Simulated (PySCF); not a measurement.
Si(Cl)(H)(SMe)2 (C₂H₇ClS₂Si), SMILES CS[SiH](SC)Cl.

Coordinates come from a PBE-D3(BJ)/def2-SVP optimisation. Other conformers were not sampled.

All values below come from SMD-M06-2X/def2-SVP run with PySCF.

Solvation free energies are E(SMD) − E(gas) at the gas-phase geometry, for 1 M in both phases. In vacuum the dipole moment is 3.06 D.

Computed solvation free energies in water, 1-octanol, acetone:
| solvent | ΔG(solv) (kcal/mol) | its non-electrostatic (CDS) part | dipole (D) |
|---|---|---|---|
| water | -1.4 | 3.4 | 4.15 |
| 1-octanol | -5.8 | -1.7 | 3.98 |
| acetone | -6.6 | -2.1 | 4.08 |
